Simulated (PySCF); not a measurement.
## Polarisability and C₆ of W⁺ (tungsten, charge +1)

[Xe] 4f14 5d4 6s1, high-spin 6D determinant. Calculation: PySCF 2.14, in aug-cc-pVTZ-PP with ECP60MDF; a scalar-relativistic core potential. Coupled (time-dependent) response in atomic units; α is the mean over directions.

```
method  mean α (bohr³)         α xx, yy, zz  C₆ (like pair)  S(−4)
   UHF           44.46  43.92, 43.92, 45.53           392.3  929.4
   PBE           35.03  34.35, 34.35, 36.39           300.1  500.6
  PBE0           36.43  35.81, 35.81, 37.66           312.6  556.3
```

S(−4) is the Cauchy moment in α(ω) = α(0) + S(−4) ω² + …

Spin-orbit coupling is absent.

α(iu) at UHF:

```tsv
u (hartree)	α(iu) (bohr³)
0	44.46
0.0500	42.28
0.100	37.06
0.200	25.95
0.300	18.55
0.500	11.22
0.750	7.276
1.00	5.251
1.50	3.185
2.00	2.150
3.00	1.162
5.00	0.4863
```

A single London oscillator, α(iu) = α/(1 + u²/ω²), gives C₆ = (3/4) ω α². Matching the computed C₆ needs ω = 4 × 392.3 / (3 × 44.46²) = 0.265 hartree.

For an ion, C₆ is the dispersion term alone; charge-induced terms of lower order in 1/R come first.

The components differ because the open shell of this determinant is not spherical; for a pure term their mean is the scalar polarisability.

Energies and moments cover only the electrons outside the core potential. Spin-orbit coupling, absent here, splits the open shell strongly.
